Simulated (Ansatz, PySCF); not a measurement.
C$_{2}$H$_{8}$BFN$_{2}$ (SMILES CNB(F)NC), singlet, geometry from GFN2-xTB, atoms displaced at random by about 0.08 Å a coordinate. Base run: R2SCAN/STO-3G, gradient (PySCF).

The PySCF input:
```python
from pyscf import gto, scf, dft

mol = gto.M(
    atom='''
B    -0.27836420    0.10234157    0.38308814
F    -0.27094133   -0.01490818    1.63758426
N     0.89771732   -0.58312813   -0.20114430
C     1.84138305   -1.60534746    0.50040918
H     1.04208685   -0.62688226   -1.15690079
H     2.90154142   -1.15308462    0.29677621
H     1.70713230   -2.37525425    0.00791073
H     1.53937447   -1.41735875    1.57014419
N    -1.08840958    0.93236823   -0.34356567
C    -1.21285476    1.20679861   -1.67495605
H    -1.76906701    1.28407115    0.35717237
H    -1.26613339    2.31101364   -2.09662938
H    -2.22338299    0.94611523   -2.13327656
H    -0.48915138    0.71238775   -2.22549153
''',
    basis='sto-3g',
    verbose=4,
)

mf = dft.RKS(mol)
mf.xc = 'r2scan'
mf.kernel()
g = mf.nuc_grad_method()
grad = g.kernel()
```

Programs used: Ansatz (a first-principles code), PySCF; a row that names a program was run with it.

The coordinate followed is z of atom 2.

The base run was repeated with changes; each row names its change, and settings that it needs were set with it.

```
change                                                  dE/dx (Eh/bohr)  net force (Eh/bohr)
------------------------------------------------------  ---------------  -------------------
base                                                          -0.108824             0.005681
finite difference step (bohr) = 1e-5; conv_tol = 1e-11        -0.102398                    -
grid_response = on                                            -0.102397             0.000000
grids.level = 1; grid_response = off                         (withheld)             0.004644
grids.level = 5; grid_response = off                          -0.100948             0.001160
grids.level = 0; grid_response = on                          (withheld)             0.000000
finite difference step (bohr) = 0.01; conv_tol = 1e-11        -0.102437                    -
finite difference step (bohr) = 0.2; conv_tol = 1e-11        (withheld)                    -
density fitting = on                                          -0.108823             0.005681
code = ansatz                                                 -0.102329             0.000000
conv_tol = 1e-6                                               -0.108835             0.005681
conv_tol = 1e-4                                               -0.108801             0.005682
```

Task: Some entries are withheld; supply them.

Result: 
- grids.level = 1; grid_response = off, dE/dx (Eh/bohr): -0.106636
- grids.level = 0; grid_response = on, dE/dx (Eh/bohr): -0.120421
- finite difference step (bohr) = 0.2; conv_tol = 1e-11, dE/dx (Eh/bohr): -0.118218

The net force is zero for an exact gradient.
